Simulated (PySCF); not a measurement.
Dipole response of P+ (phosphorus, charge +1)

[Ne] 3s2 3p2, high-spin 3P determinant. Computed with PySCF 2.14 in aug-cc-pV(Q+d)Z with one added diffuse shell each of s, p, d, f, g type (8s7p6d4f3g, 114 functions), with no relativity, point nucleus. Coupled (time-dependent) response in atomic units; α is the mean over directions.

```csv
method,mean α (bohr³),"α xx, yy, zz",C₆ (like pair),S(−4)
wB97X-V,14.32,"13.87, 14.54, 14.54",73.81,67.05
revPBE,14.49,"13.87, 14.80, 14.80",74.87,69.87
```

S(−4) is the Cauchy moment in α(ω) = α(0) + S(−4) ω² + …

α(iu) at revPBE:

| u (hartree) | α(iu) (bohr³) |
| --- | --- |
| 0 | 14.49 |
| 0.0500 | 14.32 |
| 0.100 | 13.83 |
| 0.200 | 12.19 |
| 0.300 | 10.22 |
| 0.500 | 6.825 |
| 0.750 | 4.216 |
| 1.00 | 2.791 |
| 1.50 | 1.471 |
| 2.00 | 0.9186 |
| 3.00 | 0.4772 |
| 5.00 | 0.2174 |

A single London oscillator, α(iu) = α/(1 + u²/ω²), gives C₆ = (3/4) ω α². Matching the computed C₆ needs ω = 4 × 74.87 / (3 × 14.49²) = 0.475 hartree.

For an ion, C₆ is the dispersion term alone; charge-induced terms of lower order in 1/R come first.

The components differ because the open shell of this determinant is not spherical; for a pure term their mean is the scalar polarisability.
